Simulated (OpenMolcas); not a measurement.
**What dynamic correlation does to the levels of Pd⁴⁺**

| Quantity | Value |
| --- | --- |
| Program | OpenMolcas |
| Basis | ANO-RCC-VTZP [7s6p4d2f1g] |
| Scalar Hamiltonian | DKH2, point nucleus |
| Active space | 6 electrons in 10 orbitals (4d 5d) |
| State averaging | 2S+1 = 5 even, 5 roots; 2S+1 = 3 even, 45 roots; 2S+1 = 1 even, 49 roots |
| Spin-orbit coupling | RASSI with atomic mean-field integrals over the reference wave functions, term energies averaged over their components |

Methods on the same reference wave functions:
A. CASSCF
B. SS-CASPT2, IPEA 0.25 Eh, imaginary shift 0.1 Eh (closed shells correlated: 4s 4p)
C. MS-CASPT2, IPEA 0.25 Eh, imaginary shift 0.1 Eh (closed shells correlated: 4s 4p)

Energies in cm-1 above 4d6 5D4.

```json
{"Level": "4d6 5D4", "A": "0.0", "B": "0.0", "C": "0.0"}
{"Level": "4d6 5D3", "A": "1986", "B": "2010", "C": "2010"}
{"Level": "4d6 5D2", "A": "3083", "B": "3050", "C": "3050"}
{"Level": "4d6 5D1", "A": "3818", "B": "3780", "C": "3790"}
{"Level": "4d6 5D0", "A": "4165", "B": "4120", "C": "4130"}
{"Level": "4d6 3H6", "A": "21798", "B": "20350", "C": "20350"}
{"Level": "4d6 3H5", "A": "22294", "B": "20610", "C": "20600"}
{"Level": "4d6 3P2(1)", "A": "22825", "B": "19740", "C": "19730"}
{"Level": "4d6 3F3(1)", "A": "25375", "B": "22740", "C": "22740"}
{"Level": "4d6 3F2(1)", "A": "26279", "B": "23580", "C": "23540"}
{"Level": "4d6 3G5", "A": "28135", "B": "25660", "C": "25660"}
{"Level": "4d6 3P1(1)", "A": "28571", "B": "25480", "C": "25390"}
{"Level": "4d6 3P0(1)", "A": "29412", "B": "26260", "C": "26220"}
{"Level": "4d6 3G4", "A": "29826", "B": "27140", "C": "27130"}
{"Level": "4d6 3G3", "A": "30351", "B": "27610", "C": "27590"}
{"Level": "4d6 1I6", "A": "33879", "B": "31900", "C": "31890"}
{"Level": "4d6 3D2", "A": "34754", "B": "30210", "C": "30230"}
{"Level": "4d6 3D1", "A": "35163", "B": "30710", "C": "30730"}
{"Level": "4d6 3D3", "A": "35441", "B": "30900", "C": "30890"}
{"Level": "4d6 1G4(1)", "A": "36982", "B": "34500", "C": "34470"}
{"Level": "4d6 1S0 [73 %]", "A": "42350", "B": "38300", "C": "38090"}
{"Level": "4d6 1D2(1)", "A": "43824", "B": "38630", "C": "38600"}
{"Level": "4d6 1F3", "A": "48206", "B": "41860", "C": "41850"}
{"Level": "4d6 3P0(2)", "A": "54279", "B": "47080", "C": "47310"}
```

Between B and C the level of the table that moves most is 4d6 3P0(2), by 220 cm-1 (lowest in B, highest in C). Moves below CASPT2's spread within the term are not significant.

From A to B the spin-free energies of the other terms of 4d6 shown, above 5D, scale by factors of 0.86 to 0.93, as is usual when dynamic correlation screens the repulsion within a d or f shell.

The lowest spin-free term lies below A's lowest term by 0.383 hartree in B, 0.383 hartree in C.

Term energies are means over components that CASPT2 splits; among the terms shown or strongly mixed into the levels shown the widest spread is 1300 cm-1 (4d6 1I, C). Active for correlation alone: 5d; no level in the range computed is led by a configuration that fills it, so any true level of that kind is missing. Without dynamic correlation excited terms often stand tens of per cent too high (terms of higher spin than the ground term too low), and those without a measured partner can miss by more than the paired ones (holds for A). The CASPT2 spread within a term exceeds the gap to the next term for 4d6 3D and 4d6 1I, 4d6 3P(2) and 4d6 3F(2), so the order of their levels is uncertain, and so are names and mixing where such terms share a J (holds for C). Levels of configurations outside the active space are missing. Levels that lie high or do not pair safely by name in every column are left out.

A share in square brackets marks a mixed level and gives the weight of the term that names it, the lowest over the columns. A number in round brackets counts repeated terms of one configuration in the order of the reference energies.
